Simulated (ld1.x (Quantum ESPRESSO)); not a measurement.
## Varying the TM semilocal potential for Cl

Base potential:

Cl, norm-conserving Troullier–Martins (semilocal form), made with ld1.x (Quantum ESPRESSO) 7.5 (PBE, scalar-relativistic). Core [Ne], reference 3s2 3p5. Waves: 3p (bound): rc 1.50 bohr; 3d channel at 0.35 Ry: rc 1.35 bohr; 3s (bound): rc 1.25 bohr. Local part: the s channel. Core correction: none.

All-electron outer shells of the reference configuration (PBE, scalar-relativistic, ld1.x):

| shell | level (eV) | outermost node (bohr) | outermost maximum (bohr) |
| --- | --- | --- | --- |
| 2s | -252.70 | 0.12 | 0.36 |
| 2p | -191.63 | – | 0.30 |
| 3s | -20.69 | 0.55 | 1.29 |
| 3p | -8.59 | 0.53 | 1.43 |

Cutoffs, loose and tight: the cutoffs (Ry, on a coarse ladder) from which the occupation-weighted sum of valence levels, in a spherical-Bessel basis at the reference potential, stays within 10 and 1 mRy of its value at 400 Ry. They do not see the model core or the augmentation charge, which bear on the density cutoff. Test errors are all-electron minus pseudo excitation energies from the reference, over the configurations 3s2 3p4; 3s2 3p3; 3s2 3p2; 3s2 3p4.5; 3s2 3p5.3; 3s1 3p6; 3s1 3p5. A dash means not determined; rows that change the core or the reference have their own tests.

A semilocal file is local in each channel, so a ghost entry of none says nothing of the separable form that plane-wave codes build from it.

| change | outcome | cutoff, loose | cutoff, tight | bound ghosts | largest test error (meV) |
| --- | --- | --- | --- | --- | --- |
| base | generated | 50 Ry | 80 Ry | none | +64 |
| wave 3p (bound): rc 1.50 bohr becomes 3p (bound): rc 0.98 bohr | generated | 120 Ry | 200 Ry | none | +75 |
| wave 3p (bound): rc 1.50 bohr becomes 3p (bound): rc 1.16 bohr | generated | 70 Ry | 140 Ry | none | +65 |
| wave 3p (bound): rc 1.50 bohr becomes 3p (bound): rc 1.42 bohr | generated | 50 Ry | 80 Ry | none | +64 |
| wave 3p (bound): rc 1.50 bohr becomes 3p (bound): rc 1.56 bohr | generated | 50 Ry | 80 Ry | none | +64 |
| wave 3p (bound): rc 1.50 bohr becomes 3p (bound): rc 1.86 bohr | generated | 50 Ry | 70 Ry | none | +59 |
| wave 3p (bound): rc 1.50 bohr becomes 3p (bound): rc 1.98 bohr | generated | 50 Ry | 70 Ry | none | +56 |
| wave 3p (bound): rc 1.50 bohr becomes 3p (bound): rc 2.28 bohr | generated | 50 Ry | 70 Ry | none | +51 |

Reading the sweep of the p radius (base included, trends over the rows without a ghost): The loose cutoff falls from 120 Ry at 0.98 to 50 Ry at 2.28 bohr. A larger radius leaves more room for a smooth pseudo-wave, so fewer plane waves are needed; a smaller one forces it to follow the all-electron wave where it bends sharply. The median size of the test errors (rows with all tests solved) is not monotonic: lowest 1.6 meV at 1.5 bohr, highest 5.5 meV at 0.98 bohr.
